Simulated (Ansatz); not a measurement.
Ansatz (a quantum-chemistry and plane-wave program) input:

Ansatz 0.2 input:
```yaml
crystal:
  periodic: [false, false, false]
  atoms:
    - {symbol: As, position_ang: [0.01441546, 0.01990738, 0.05382047]}
    - {symbol: H, position_ang: [-0.74881584, -1.03350634, -0.75816386]}
    - {symbol: H, position_ang: [-1.19082544, 1.15022297, -0.50923401]}
    - {symbol: H, position_ang: [1.46393108, -0.77366026, -0.50867770]}
basis:
  gaussian:
    orbitals: def2-TZVP
hamiltonian:
  xc: b3lyp
  dispersion: d3bj
total_charge: -1
magnetization: {spin_polarized: true, initial_magnetization: 1}
phonons: {temperatures: {t_min: 298.15, t_max: 298.15, t_step: 100}}
```

What final total energy does it print?

-2237.65595 Eh (B3LYP-D3(BJ)/def2-TZVP). The basis has 66 functions.
